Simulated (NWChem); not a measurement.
C₂H₄BNO₂; SMILES B1(N=COC1)O

```xyz
10

O     -0.0348     2.1413     0.0000
B     -0.0444     0.7911     0.0000
C      1.1769    -0.2441     0.0000
O      0.4810    -1.5025     0.0000
C     -0.8261    -1.2144     0.0000
N     -1.2508    -0.0098     0.0000
H      0.8465     2.5244     0.0000
H      1.8280    -0.2112     0.8891
H      1.8280    -0.2112    -0.8891
H     -1.4524    -2.1176     0.0000
```
Atoms are numbered in this order, from 1.

All runs: NWChem. Pople sets run with spherical d functions. Coordinates come from a PBE0/def2-SVP optimisation. Atomic charges in e: unrestrained fits to the electrostatic potential beside Mulliken populations; buried atoms are poorly determined by the fit.

Problem. What does the run give for Hartree-Fock/6-31G*? Quantities: ESP O1; Mulliken O1; ESP B2; Mulliken B2; ESP C3; Mulliken C3; ESP O4; Mulliken O4; ESP C5; Mulliken C5; relative RMS misfit of the potential (%).

Solution. 
| Quantity | Result |
|---|---|
| ESP O1 | -0.67 |
| Mulliken O1 | -0.71 |
| ESP B2 | 0.79 |
| Mulliken B2 | 0.71 |
| ESP C3 | 0.00 |
| Mulliken C3 | -0.25 |
| ESP O4 | -0.43 |
| Mulliken O4 | -0.62 |
| ESP C5 | 0.59 |
| Mulliken C5 | 0.40 |
| relative RMS misfit of the potential (%) | 20 |
